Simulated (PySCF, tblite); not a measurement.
C4H8F2OSi.
Z-matrix (Å and degrees, GFN2-xTB geometry), rows numbered from 1:
```
C 
C   1  1.4979
C   2  1.3276  1  121.89
F   3  1.3556  2  121.45  1  -179.98
O   2  1.3445  1  113.91  3   179.98
Si  5  1.6362  2  135.34  1  -178.95
C   6  1.9198  5  110.61  2   -67.77
F   7  1.3828  6  110.46  5  -158.20
H   1  1.0883  2  109.53  3   121.22
H   1  1.0846  2  110.94  3     0.21
H   1  1.0882  2  109.53  3  -120.83
H   3  1.0752  2  125.64  1     0.23
H   6  1.4558  5   97.36  2   176.72
H   6  1.4593  5  112.97  2    55.29
H   7  1.0951  6  112.32  5   -40.21
H   7  1.0932  6  113.34  5    83.03
```

Computed with PBE0/pcSseg-1 in PySCF (dipole) on a GFN2-xTB geometry, gas phase.

Masses are those of the commonest isotopes; rigid-rotor values at the optimised geometry. The values belong to one conformer with, in the numbering `[CH3:1]/[C:2](=[CH:3]/[F:4])[O:5][SiH2:6][CH2:7][F:8]`, C1–C2–O5–Si6 -179°, C2–O5–Si6–C7 -68°, O5–Si6–C7–F8 -158°.

(1) What are A, B and C (MHz)?

(2) Classify the top.

(3) What does the inertial defect say?

(4) Give the coordinates in the principal-axis frame, origin at the centre of mass.

(5) Predict some low-J microwave lines.

(6) Estimate the classical rotational partition function at 25 K, 50 K and 298.15 K.

Results:

(1) Ia = 172.72, Ib = 539.56, Ic = 633.46 u·Å²; 505379 MHz·u·Å²/I gives A = 2926, B = 936.7, C = 797.8 MHz.

(2) An asymmetric top. Ray's parameter κ = (2B − A − C)/(A − C) = -0.870; −1 is the prolate and +1 the oblate limit.

(3) Not planar: Δ = Ic − Ia − Ib = -78.81 u·Å². For a rigid frame Δ = −2 Σ m c², so Σ m c² = 39.41 u·Å² lies off the ab plane: 10.59 from hydrogen and 28.82 from heavier atoms. The atom farthest from that plane is 1.93 Å away.

(4) The sense of each axis is arbitrary; atoms in the order of the calculation.
| atom | mass (u) | a (Å) | b (Å) | c (Å) |
| --- | --- | --- | --- | --- |
| C1 | 12.000 | -2.942 | -0.983 | -0.588 |
| C2 | 12.000 | -1.741 | -0.203 | -0.148 |
| C3 | 12.000 | -1.756 | 1.122 | -0.067 |
| F4 | 18.998 | -0.664 | 1.818 | 0.333 |
| O5 | 15.995 | -0.674 | -0.966 | 0.149 |
| Si6 | 27.977 | 0.846 | -0.684 | 0.684 |
| C7 | 12.000 | 1.875 | 0.227 | -0.657 |
| F8 | 18.998 | 3.227 | 0.041 | -0.438 |
| H9 | 1.008 | -2.690 | -1.571 | -1.469 |
| H10 | 1.008 | -3.770 | -0.322 | -0.818 |
| H11 | 1.008 | -3.235 | -1.675 | 0.199 |
| H12 | 1.008 | -2.596 | 1.754 | -0.294 |
| H13 | 1.008 | 1.264 | -2.074 | 0.799 |
| H14 | 1.008 | 0.880 | 0.081 | 1.926 |
| H15 | 1.008 | 1.678 | -0.155 | -1.664 |
| H16 | 1.008 | 1.717 | 1.309 | -0.662 |

(5) The dipole components are |μa| = 3.10 D, |μb| = 0.02 D, |μc| = 0.75 D. Intensities carry the squares of the components, which stand as 1.00 : 0.00 : 0.06 (a : b : c). Some lines, for components of 0.1 D or more:

```
type  branch         J(Ka,Kc)   MHz  lower level (cm⁻¹)
   a       Q  2(1,1) ← 2(1,2)   417               0.235
   a       R  1(0,1) ← 0(0,0)  1734               0.000
   c       Q  2(1,2) ← 2(0,2)  1858               0.173
   c       Q  1(1,1) ← 1(0,1)  1989               0.058
   a       R  2(1,2) ← 1(1,1)  3330               0.124
   a       R  2(0,2) ← 1(0,1)  3462               0.058
   a       R  2(1,1) ← 1(1,0)  3608               0.129
   c       R  1(1,0) ← 0(0,0)  3863               0.000
   c       R  2(1,1) ← 1(0,1)  5736               0.058
   c       Q  2(2,1) ← 2(1,1)  5968               0.249
   c       R  2(2,0) ← 1(1,0)  9583               0.129
   c       R  2(2,1) ← 1(1,1)  9715               0.124
```

(6) Point group C1, symmetry number σ = 1; q = (√π/σ)·√((kT/h)³/(ABC)), k/h = 20836.6 MHz/K: 14300 at 25 K, 40300 at 50 K, 587000 at 298.15 K.

Its GFN2-xTB frequencies are all real (lowest 39 cm⁻¹). No vibrational averaging or centrifugal distortion is included, and the geometry carries the error of its method. A rigid rotor knows nothing of internal rotation, which can split or shift real lines.
